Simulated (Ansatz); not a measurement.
Wavefunction ladder for `C[SiH](O)O[SiH2]O`

Z-matrix (Å, degrees):
```
C
Si 1 1.845
H 1 1.093 2 110.6
H 1 1.093 2 110.6 3 119.9
H 1 1.093 2 110.6 3 -120.2
O 2 1.642 1 107.9 3 -58.6
O 2 1.649 1 110.3 3 61.3
H 2 1.488 1 111.9 3 179.5
H 6 0.961 2 116.2 1 167.6
Si 7 1.628 2 133.9 1 -136.8
O 10 1.653 7 110.3 2 -26.0
H 10 1.483 7 108.3 2 -146.4
H 10 1.478 7 110.2 2 90.6
H 11 0.958 10 117.3 7 -92.0
```

The species carries charge 0 and has multiplicity 1. The geometry is a stationary point of PBE0-D4/def2-TZVP. It is one conformer, not always the lowest. Frozen core, restricted reference, Ansatz. CBS rows extrapolate triple and quadruple zeta; past MP2 they add the triple-zeta difference.

| basis | HF (Eh) | MP2 corr. |
| --- | --- | --- |
| def2-TZVPP | -845.35656 | -1.13545 |
| def2-QZVPP | -845.38898 | -1.22491 |

Question: Estimate the CCSD correlation energy and the (T) correction in each basis where they were run (hartree).

Answer: 
```csv
basis,CCSD corr.,(T)
def2-TZVPP,-1.17839,-0.04140
CBS(def2),-1.33412,as TZ
```
